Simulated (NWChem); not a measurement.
System meant: CaF₂ anion, doublet; SMILES of the neutral closed-shell parent [F][Ca][F]

NWChem input:

```
start job
memory heap 200 mb stack 900 mb global 1100 mb
charge -1
geometry units angstroms noautoz
  Ca    -0.346201     0.379789     0.000000
  F      0.327533    -0.359310     1.798765
  F      0.327533    -0.359310    -1.798765
end
basis spherical
  Ca library def2-svp
  F library def2-svp
end
dft
  odft
  mult 2
  xc xpbe96 cpbe96
  iterations 4
  mulliken
end
task dft energy
```

End of the output:

```
     --------------------------
     Expectation value of S2:
     --------------------------
      <S2> =      0.7511 (Exact =     0.7500)

 center of mass
 --------------
 x =   0.00000000 y =   0.00000000 z =   0.02590677

 moments of inertia (a.u.)
 ------------------
          69.568101986167           0.000000000000           0.000000000000
           0.000000000000         508.597448863471           0.000000000000
           0.000000000000           0.000000000000         439.029346877304

     Multipole analysis of the density
     ---------------------------------

     L   x y z        total         alpha         beta         nuclear
     -   - - -        -----         -----         ----         -------
     0   0 0 0     -1.000000    -20.000000    -19.000000     38.000000

     1   1 0 0     -0.000000     -0.000000     -0.000000      0.000000
     1   0 1 0      0.000000      0.000000     -0.000000      0.000000
     1   0 0 1      0.715561      1.671814     -0.956253      0.000000

     2   2 0 0    -33.382701   -123.744369   -117.617115    207.978784
     2   1 1 0     -0.000000     -0.000000      0.000000      0.000000
     2   1 0 1     -0.000000     -0.000000      0.000000      0.000000
     2   0 2 0    -26.736298    -18.249928     -8.486370      0.000000
     2   0 1 1     -0.000000     -0.000000     -0.000000      0.000000
     2   0 0 2    -31.458800    -39.903383    -25.392805     33.837389

 ------------------------------------------------------------------------
 dft energy failed                                                                                  0
 ------------------------------------------------------------------------
 ------------------------------------------------------------------------
  current input line :
    20: task dft energy
 ------------------------------------------------------------------------
 ------------------------------------------------------------------------
 This type of error is most commonly associated with calculations not reaching convergence criteria
 ------------------------------------------------------------------------
 For more information see the NWChem manual at https://nwchemgit.github.io

0:dft energy failed:Received an Error in Communication
```

### Question
Can this run be used? If not, why, and what is the fix?

### Answer
Convergence was not reached. Cause: the SCF was allowed too few iterations. This input runs:
```
start job
memory heap 200 mb stack 900 mb global 1100 mb
charge -1
geometry units angstroms noautoz
  Ca    -0.346201     0.379789     0.000000
  F      0.327533    -0.359310     1.798765
  F      0.327533    -0.359310    -1.798765
end
basis spherical
  Ca library def2-svp
  F library def2-svp
end
dft
  odft
  mult 2
  xc xpbe96 cpbe96
  iterations 150
  mulliken
end
task dft energy
```
It converges to -876.78745 Ha (PBE/def2-SVP, spin-unrestricted).
